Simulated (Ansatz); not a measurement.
A run for Ansatz (a quantum-chemistry and plane-wave program): U-PBE/def2-TZVPP on LiF+, 2S+1 = 2, a spin state set in the input, which need not be the lowest, a point of a bond scan (R = 2.052 Å). Charge +1.

Ansatz 0.2 input:
```yaml
crystal:
  periodic: [false, false, false]
  atoms:
    - {symbol: Li, position_ang: [0.00000000, 0.00000000, 0.00000000]}
    - {symbol: F, position_ang: [0.00000000, 0.00000000, 2.05188500]}
basis:
  gaussian:
    orbitals: def2-TZVPP
    pivot_positions_ang: [[0.00000000, 0.00000000, 0.00000000], [0.00000000, 0.00000000, 2.05188500]]
hamiltonian:
  xc: {name: PBE}
total_charge: 1
magnetization: {spin_polarized: true, initial_magnetization: 1}
output: {forces: true, orbitals: {seedname: ./end}}
```

It printed:

```
WARN ansatz: RAYON_NUM_THREADS=1 ignored (pool sized by the plan → 1); use --threads N
Functional definition: PBE
integrals: 0.01 GiB planned
301 factors; their error is unknown
mean field: 0.09 GiB planned
mean field evaluation 1: about -2901.4250 eV, gradient 5.7e1 eV
mean field evaluation 2: about -2884.3915 eV, gradient 9.1e1 eV
mean field evaluation 4: about -2909.9042 eV, gradient 5.4e-1 eV
mean field evaluation 8: about -2909.9031 eV, gradient 3.1e-4 eV
mean field evaluation 16: about -2909.6451 eV, gradient 1.1e1 eV
mean field evaluation 32: about -2909.5015 eV, gradient 1.3e0 eV
mean field -2909.90310708 eV, -106.9369667822 hartree, gradient 1.1e-5 eV, S^2 0.751416; 7 other end points of the search recorded, 0 dependent functions left out
the calculation of the forces begins
reference -2909.90313946 eV, -106.9369679721 hartree; 6, 5 occupied and 44, 45 virtual orbitals, 301 factors
Total energy: -2909.90313946 eV, -106.9369679721 hartree
Atom 0 at     0.000000     0.000000     0.000000 Å, force     0.000000    -0.000000    -0.013696 eV/Å
Atom 1 at     0.000000     0.000000     2.051885 Å, force    -0.000000     0.000000     0.013696 eV/Å
Dipole moment:    -0.000000    -0.000000    -1.421083 e Å
```

Self-consistency was reached.

Cost: about 1.8 core-seconds (a rough figure).
